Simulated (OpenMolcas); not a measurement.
# What dynamic correlation does to the levels of Ar3+

```yaml
Program: OpenMolcas 26.06
Basis: ANO-RCC-VTZP [5s4p2d1f]
Scalar_Hamiltonian: DKH2, point nucleus
Active_space: 5 electrons in 4 orbitals (3s 3p)
State_averaging: 2S+1 = 4 odd, 1 root; 2S+1 = 2 odd, 8 roots kept (CI in the orbitals of an earlier block); 2S+1 = 4 even, 3 roots; 2S+1 = 2 even, 9 roots kept (CI in the orbitals of an earlier block)
Spin-orbit_coupling: state interaction with AMFI integrals over the reference wave functions, term energies averaged over their components
```

Methods on the same reference wave functions:
A. CASSCF
B. SS-CASPT2, IPEA 0.25 Eh, imaginary shift 0.1 Eh (closed shells correlated: 2s 2p)

Energies in cm⁻¹ above 3s² 3p³ ⁴S°_3/2, the measured ground level; measured values from Saloman, J. Phys. Chem. Ref. Data 39, 033101 (2010).

```json
{"Level": "3s² 3p³ ⁴S°_3/2", "A": "0.0", "B": "0.0", "Measured": "0.0"}
{"Level": "3s² 3p³ ²D°_3/2", "A": "26102", "B": "22170", "Measured": "21091"}
{"Level": "3s² 3p³ ²D°_5/2", "A": "26251", "B": "22280", "Measured": "21220"}
{"Level": "3s² 3p³ ²P°_1/2", "A": "36558", "B": "35720", "Measured": "34855"}
{"Level": "3s² 3p³ ²P°_3/2", "A": "36701", "B": "35830", "Measured": "35032"}
{"Level": "3s 3p⁴ ⁴P_5/2", "A": "126026", "B": "122060", "Measured": "117563"}
{"Level": "3s 3p⁴ ⁴P_3/2", "A": "126971", "B": "123010", "Measured": "118516"}
{"Level": "3s 3p⁴ ⁴P_1/2", "A": "127514", "B": "123550", "Measured": "119043"}
{"Level": "3s 3p⁴ ²D_3/2", "A": "177046", "B": "158660", "Measured": "145921"}
{"Level": "3s 3p⁴ ²D_5/2", "A": "177067", "B": "158690", "Measured": "145999"}
{"Level": "3s 3p⁴ ²S_1/2", "A": "203183", "B": "191740", "Measured": "177832"}
{"Level": "3s 3p⁴ ²P_3/2", "A": "225315", "B": "206150", "Measured": "222956"}
{"Level": "3s 3p⁴ ²P_1/2", "A": "226463", "B": "207310", "Measured": "224019"}
```

Deviations, from unrounded energies. A percentage is the sum of absolute deviations over the sum of measured energies, with the sign that they share, or ± where signs differ.

| Against measurement | Levels | A | B |
| --- | --- | --- | --- |
| mean absolute deviation (cm-1) | 12 | 11000 | 7500 |
| other terms of the ground configuration (%) | 4 | +12.0 | +3.4 |
| other configurations (%) | 8 | +9.3 | ±6.8 |

B lies closest to measurement on these levels. The largest miss of B in the table is 3s 3p⁴ ²P_3/2, by -17000 cm-1. The ranking rests on the paired levels alone, and a cruder setting can come out closer through cancelling errors.

From A to B the spin-free energies of the other terms of 3s² 3p³ shown, above ⁴S°, scale by factors of 0.85 to 0.98.

The lowest spin-free term lies below A's lowest term by 0.139 hartree in B.

CASPT2 breaks the degeneracy within a term, and the mean is taken; among the terms shown or strongly mixed into the levels shown the widest spread is 1200 cm-1 (3s 3p⁴ ²D, B). Over all roots computed the reference weight is 0.89 to 0.97 in B; the roots of lowest weight are the least certain, and an intruder state may touch them. Terms from blocks run as CI alone lack orbitals of their own. Terms of s pⁿ other than that of highest spin mix with s² pⁿ⁻² d, which this space lacks; all of them can be thousands of cm-1 off, and some have no real level of that name. Computed and measured levels are paired by configuration, term and J; levels that our copy of the source lacks, or whose pairing is in doubt (as where it misses far off the trend of its configuration), stay unpaired and out of the deviations. Only configurations of the active space appear.

° marks odd parity.
